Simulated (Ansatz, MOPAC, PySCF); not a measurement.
Pair of molecules: SiH4 (SMILES [SiH4]) (first 5 atoms) with C2H2 (SMILES C#C); geometry from B3LYP-D3(BJ)/def2-TZVP, rigid monomers moved along the line of their centres of mass till Si1···C7 is 3.33 Å.
(charge 0, multiplicity 1):
```xyz
9

Si    -0.29028    -0.03819     0.13972
H     -0.54335    -0.04653    -1.32106
H      1.09636     0.41419     0.38738
H     -0.47526    -1.40576     0.67127
H     -1.24275     0.88784     0.79036
C      0.88682     0.05466     3.26968
C     -0.29214     0.02094     3.47250
H      1.93300     0.08497     3.08613
H     -1.33940    -0.00865     3.64996
```

Counterpoise-corrected where a basis set is named; no monomer relaxation. Rows marked so take none.

Rows in 6-31G* carry no dispersion term and start afresh at each structure (6-31G* with six Cartesian d functions). The state that AM1 reach isn't checked.

The values were computed with Ansatz (a quantum-chemistry and plane-wave program) with Gaussian orbitals; MOPAC for AM1 (differences of heats of formation); PySCF for 6-31G* rows. Values without a source in brackets are computed.

### Question
Give the interaction energy at the level B3LYP/6-31G* (no counterpoise).

### Answer
38 meV

### Question
Give the interaction energy at the level B3LYP/def2-TZVPPD.

### Answer
80 meV

### Question
Estimate the interaction energy that AM1 returns for this input.

### Answer
101 meV
